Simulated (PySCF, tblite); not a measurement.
Compound: C2HO (doublet state).
SMILES with atom numbers: `[CH:1]=[C:2]=[O:3]` (hydrogens: H4 on C1)

Geometry (GFN2-xTB, Å), atoms numbered from 1 in this order:
```
atom  x, y, z in Å
C1    -0.6415    0.1229    0.2683
C2     0.5824   -0.1087    0.3603
O3     1.7366   -0.3273    0.4470
H4    -1.6672    0.3178    0.1912
```

The geometry is computed with GFN2-xTB (gas phase). This method treats the open shell by occupation alone, without spin polarisation.

Take the most abundant isotopes and a rigid rotor. 

Question: What are the moment of inertia and the rotational constant?

Answer: I = 46.169 u·Å², B = 505379 MHz·u·Å²/I = 10946 MHz (0.3651 cm⁻¹, or 0.525 K as hB/k).

If the electronic state has orbital angular momentum about the axis (Π, Δ; not determined here), the simple ladder of levels BJ(J+1) doesn't apply.

Its GFN2-xTB frequencies are all real (lowest 279 cm⁻¹). Constants of a rigid frame at the computed geometry: no zero-point averaging, no centrifugal distortion.

***

Compound: SiF4.
SMILES: `F[Si](F)(F)F`

Computed, not measured: CAM-B3LYP/def2-SVPD in PySCF (dipole) on a GFN2-xTB geometry, gas phase.

Masses are those of the commonest isotopes; rigid-rotor values at the optimised geometry. 

Q: What are A, B and C (MHz)?

A: Ia = 124.19, Ib = 124.23, Ic = 124.29 u·Å²; 505379 MHz·u·Å²/I gives A = 4069, B = 4068, C = 4066 MHz.

Q: What kind of rotor is it?

A: A spherical top, as the point group Td requires three equal moments; the computed ones differ by 0.08 % because the geometry is symmetric only within the optimiser's tolerance.

The point group Td allows no dipole (computed: 0.00 D), so a rigid rotor has no electric-dipole lines.

Whether it is a minimum is left open (no frequencies). Zero-point vibration and centrifugal distortion are left out.
